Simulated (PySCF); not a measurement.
H3InO3, SMILES [OH][In]([OH])[OH]. Atoms are numbered in the order given.

```xyz
7

In     0.0141     0.0083     0.0000
O      0.7194     1.8805     0.0000
H      0.0040     2.5322     0.0000
O      1.3309    -1.4894     0.0000
H      0.8663    -2.3391     0.0000
O     -1.9313    -0.5001     0.0000
H     -2.5155     0.2712     0.0000
```

Geometry: B3LYP-D3(BJ)/def2-SVP. The def2 effective core potentials stand for the cores of In; spin–orbit coupling is left out. Other conformers were not sampled.

Method: C-PCM-ωB97X/def2-SVP (PySCF).

The values are the electrostatic part of the solvation free energy, E(continuum) − E(gas) at the gas-phase geometry, in a cavity of scaled van der Waals radii (PySCF's table); cavitation and dispersion terms are not included. A continuum can't describe solvent molecules that bind to the metal. In vacuum the orbital gap is 11.01 eV. The dipole moment in vacuum is 2.88 D.

### Question
Estimate the values in water (ε = 78.36), chlorobenzene (ε = 5.70), dimethylsulfoxide (ε = 46.83). (An estimate is asked for; the answer gives what the named calculation found.)

### Answer

```json
[
 {"solvent": "water", "ε": "78.36", "ΔG(elec) (kcal/mol)": "-15.6", "dipole (D)": "3.55", "gap (eV)": "11.28"},
 {"solvent": "chlorobenzene", "ε": "5.70", "ΔG(elec) (kcal/mol)": "-12.7", "dipole (D)": "3.42", "gap (eV)": "11.25"},
 {"solvent": "dimethylsulfoxide", "ε": "46.83", "ΔG(elec) (kcal/mol)": "-15.4", "dipole (D)": "3.54", "gap (eV)": "11.28"}
]
```
